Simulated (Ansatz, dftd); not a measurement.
System: BHF2, charge 0, singlet. BHF2 (difluoroborane, SMILES FBF).
B3LYP-D3(BJ)/def2-TZVP minimum from Ansatz (a program for electronic structure):
```
B
F 1 1.3177
F 1 1.3177 2 118.08
H 1 1.1868 2 120.96 3 180.00
```
Charge 0, spin multiplicity 1.

Wanted: atomisation energy (electronic, to ground-state atoms), in kJ/mol. Open shells are spin-unrestricted; no spin-orbit coupling. Cores are frozen in correlated methods. Rows without X2C or -DK are non-relativistic. CBS(X,Y): correlation extrapolated as X^-3, Hartree-Fock from the larger set (Q,5: extrapolated as (X+1)exp(-9√X)). A bracket is a step between two methods taken in the basis named. The functionals are non-relativistic, so their misses hold any scalar relativity. 'core' is core correlation in cc-pwCVTZ, 'X2C' scalar relativity in cc-pVTZ-DK, both at CCSD(T). For partners of very few electrons the exact lower level stands in for a higher one.

Compared with CCSD(T)/CBS(cc-pVQZ,cc-pV5Z) + [CCSDT(Q) - CCSD(T)]/cc-pVDZ + core + X2C (Ansatz): 1718.7 kJ/mol.

Costs are rough ratios of core time, to one figure, on one kind of shared machine, summed over the single points of the molecules; atoms, geometries and frequencies are left out. The first row took roughly 2 core seconds; short runs hold start-up time.

| level | program | cost relative to the first row | difference (kJ/mol) |
|---|---|---|---|
| B3LYP/def2-TZVPD | Ansatz | 1 | -13.7 |
| CAM-B3LYP-D4/def2-TZVPD | Ansatz + dftd4 | 1 | 11.0 |
| r2SCANh-D4/def2-TZVPD | Ansatz + dftd4 | 1 | -11.9 |
| CCSD(T)/CBS(cc-pVTZ,cc-pVQZ) | Ansatz | 20 | -3.8 |
| CCSDT(Q)/cc-pVDZ | Ansatz | 20 | -141.8 |
| CCSD(T)/CBS(cc-pVTZ,cc-pVQZ) + core + X2C | Ansatz | 30 | 0.3 |

The dearest row costs roughly 30 times the first. Costs within a factor of two don't rank. The table holds for this case alone.
